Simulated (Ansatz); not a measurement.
CClNSi, SMILES `N#C[Si]Cl` (lower singlet) (charge 0, multiplicity 1). This singlet lies 1.73 eV below the relaxed triplet at the level B3LYP/cc-pVTZ // PBE0-D3(BJ)/def2-TZVP (Ansatz, a first-principles code).

Cartesian coordinates (Å):
SMILES: N#C[Si]Cl
```xyz
4

N     -1.9255    -0.4147    -0.0006
C     -0.8574     0.0271    -0.0005
Si     0.7562     1.0066    -0.0003
Cl     2.0267    -0.6190     0.0014
```
Charge 0, multiplicity 1.

Frozen-core energies in cc-pVDZ from Ansatz at a geometry from PBE0-D3(BJ)/def2-TZVP; the HF reference has <S^2> = 0.00 (restricted, and unstable towards unrestricted orbitals) and the T1 diagnostic is 0.015.

```tsv
level	energy (Ha)
HF	-840.76520
MP2	-841.24783
CCSD	-841.27486
```

Task: Estimate the energies of CCSD(T), CCSDT and CCSDT(Q), and give each level's difference from CCSDT(Q).

Result: 
```json
[
 {"level": "MP2", "energy (Ha)": "-841.24783", "difference from CCSDT(Q) (mHa)": "49.91"},
 {"level": "CCSD", "energy (Ha)": "-841.27486", "difference from CCSDT(Q) (mHa)": "22.88"},
 {"level": "CCSD(T)", "energy (Ha)": "-841.29471", "difference from CCSDT(Q) (mHa)": "3.02"},
 {"level": "CCSDT", "energy (Ha)": "-841.29545", "difference from CCSDT(Q) (mHa)": "2.28"},
 {"level": "CCSDT(Q)", "energy (Ha)": "-841.29774", "difference from CCSDT(Q) (mHa)": "0.00"}
]
```
